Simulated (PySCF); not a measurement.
Si(Me)2(Vi)(NH2), SMILES C=C[Si](C)(C)N, singlet, GFN2-xTB optimised geometry.

```
17

C     -1.81     1.12    -0.68
C     -0.78     0.66     0.00
Si    -0.20    -1.14     0.00
C      1.72    -1.14     0.00
C     -0.82    -2.08     1.53
N     -0.93    -1.91    -1.37
H     -2.12     2.15    -0.65
H     -2.40     0.47    -1.30
H     -0.22     1.36     0.61
H      2.12    -0.65     0.88
H      2.11    -0.62    -0.87
H      2.11    -2.15    -0.01
H     -0.52    -1.59     2.45
H     -0.44    -3.10     1.56
H     -1.91    -2.14     1.53
H     -0.78    -1.51    -2.28
H     -0.92    -2.91    -1.43
```

Density from PBE0/def2-SVP (PySCF) at that geometry.

Minimum of the electron density along straight lines between bonded atoms, close to the bond critical point (lines longer than 1.1 times the sum of covalent radii, or with two minima, are not listed):

```json
[
 {"bond": "C1–C2", "length / Å": "1.323", "ρ at the minimum / e bohr⁻³": "0.343", "∇²ρ there / e bohr⁻⁵": "-0.92", "position (fraction from the first atom)": "0.51"},
 {"bond": "C2–Si3", "length / Å": "1.890", "ρ at the minimum / e bohr⁻³": "0.112", "∇²ρ there / e bohr⁻⁵": "0.34", "position (fraction from the first atom)": "0.62"},
 {"bond": "Si3–C4", "length / Å": "1.914", "ρ at the minimum / e bohr⁻³": "0.109", "∇²ρ there / e bohr⁻⁵": "0.30", "position (fraction from the first atom)": "0.38"},
 {"bond": "Si3–C5", "length / Å": "1.904", "ρ at the minimum / e bohr⁻³": "0.111", "∇²ρ there / e bohr⁻⁵": "0.32", "position (fraction from the first atom)": "0.38"},
 {"bond": "Si3–N6", "length / Å": "1.733", "ρ at the minimum / e bohr⁻³": "(withheld)", "∇²ρ there / e bohr⁻⁵": "(withheld)", "position (fraction from the first atom)": "0.40"},
 {"bond": "C1–H7", "length / Å": "1.080", "ρ at the minimum / e bohr⁻³": "0.282", "∇²ρ there / e bohr⁻⁵": "-1.07", "position (fraction from the first atom)": "0.63"},
 {"bond": "C1–H8", "length / Å": "1.077", "ρ at the minimum / e bohr⁻³": "0.285", "∇²ρ there / e bohr⁻⁵": "-1.10", "position (fraction from the first atom)": "0.64"},
 {"bond": "C2–H9", "length / Å": "1.084", "ρ at the minimum / e bohr⁻³": "0.277", "∇²ρ there / e bohr⁻⁵": "-1.01", "position (fraction from the first atom)": "0.62"},
 {"bond": "C4–H10", "length / Å": "1.086", "ρ at the minimum / e bohr⁻³": "0.271", "∇²ρ there / e bohr⁻⁵": "-0.96", "position (fraction from the first atom)": "0.62"},
 {"bond": "C4–H11", "length / Å": "1.087", "ρ at the minimum / e bohr⁻³": "0.271", "∇²ρ there / e bohr⁻⁵": "-0.96", "position (fraction from the first atom)": "0.62"},
 {"bond": "C4–H12", "length / Å": "1.087", "ρ at the minimum / e bohr⁻³": "0.270", "∇²ρ there / e bohr⁻⁵": "-0.95", "position (fraction from the first atom)": "0.62"},
 {"bond": "C5–H13", "length / Å": "1.085", "ρ at the minimum / e bohr⁻³": "0.271", "∇²ρ there / e bohr⁻⁵": "-0.96", "position (fraction from the first atom)": "0.62"},
 {"bond": "C5–H14", "length / Å": "1.086", "ρ at the minimum / e bohr⁻³": "0.271", "∇²ρ there / e bohr⁻⁵": "-0.96", "position (fraction from the first atom)": "0.62"},
 {"bond": "C5–H15", "length / Å": "1.085", "ρ at the minimum / e bohr⁻³": "0.272", "∇²ρ there / e bohr⁻⁵": "-0.98", "position (fraction from the first atom)": "0.63"},
 {"bond": "N6–H16", "length / Å": "1.007", "ρ at the minimum / e bohr⁻³": "0.332", "∇²ρ there / e bohr⁻⁵": "-1.53", "position (fraction from the first atom)": "0.76"},
 {"bond": "N6–H17", "length / Å": "1.007", "ρ at the minimum / e bohr⁻³": "0.332", "∇²ρ there / e bohr⁻⁵": "-1.52", "position (fraction from the first atom)": "0.76"}
]
```

Fill in the missing entries.


- Si3–N6, ρ at the minimum / e bohr⁻³: 0.120
- Si3–N6, ∇²ρ there / e bohr⁻⁵: 0.71
